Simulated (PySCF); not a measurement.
C2H6ClInO, SMILES C[O][In]([CH3])[Cl].

The structure is a stationary point at B3LYP-D3(BJ)/def2-SVP. The structure was generated by enumeration; whether it is a known compound was not checked. The def2 effective core potentials stand for the cores of In; spin–orbit coupling is left out. The values are those of a single conformer.

Two levels are set side by side: TDDFT-PBE/def2-SVPD (PySCF) and TDDFT-B3LYP/def2-SVPD (PySCF). Vertical, same geometry. The lowest singlet is HOMO→LUMO 100 % with PBE and HOMO→LUMO 99 % with the other functional; states are paired by order. Differences are taken from unrounded values.

| quantity | TDDFT-PBE |
|---|---|
| lowest singlet excitation (eV) | 3.77 |
| lowest triplet excitation (TDA) (eV) | 3.51 |
| first bright state (f over 0.05) (eV) | 4.81 |
| its oscillator strength | 0.14 |

Task: These are the TDDFT-PBE values. What does TDDFT-B3LYP give? (Estimate from the structure and the level; the computed values follow.)

Result: 
```csv
quantity,TDDFT-B3LYP,TDDFT-PBE minus TDDFT-B3LYP
lowest singlet excitation (eV),4.41,-0.64
lowest triplet excitation (TDA) (eV),4.11,-0.60
first bright state (f over 0.05) (eV),5.36,-0.55
its oscillator strength,0.15,-0.01
```

Functionals without exact exchange tend to place singlet excitations lower, as here. Differences between two approximate levels are no errors against the true value.

Rough cost on one machine, each run with all the roots and properties that it gave: TDDFT-B3LYP against TDDFT-PBE about 3 times.
